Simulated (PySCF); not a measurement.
# Radial density of Hf⁺ (hafnium, charge +1)

UHF, [Xe] 4f14 5d2 6s1, 6s spin antiparallel (an excited configuration). All numbers are calculated (PySCF 2.14, the spin-free X2C one-electron Hamiltonian (Gaussian nucleus), in x2c-TZVPPall (11s7p7d3f1g, 97 functions)).

```csv
r (bohr),4πr²ρ (e/bohr),4πr²(ρα − ρβ)
0.0141,99.01,-0.0028
0.0238,86.07,-0.0015
0.0400,110.4,-0.0038
0.0673,127.4,0.0258
0.113,101.0,0.0678
0.190,111.4,-0.0127
0.320,58.80,0.0255
0.538,61.22,0.0209
0.906,19.85,0.0911
1.52,7.553,1.0350
2.56,1.354,0.2870
4.31,0.3158,-0.0978
7.25,0.009795,-0.0089
12.2,1.986e-05,0.0000
```

Densities and radii are taken from the X2C orbitals without a picture-change correction, which distorts them close to the nucleus.

Spin-orbit coupling, absent here, splits the open shell strongly. With the s spin flipped the determinant is a mixture of two multiplicities, not a spectroscopic state.
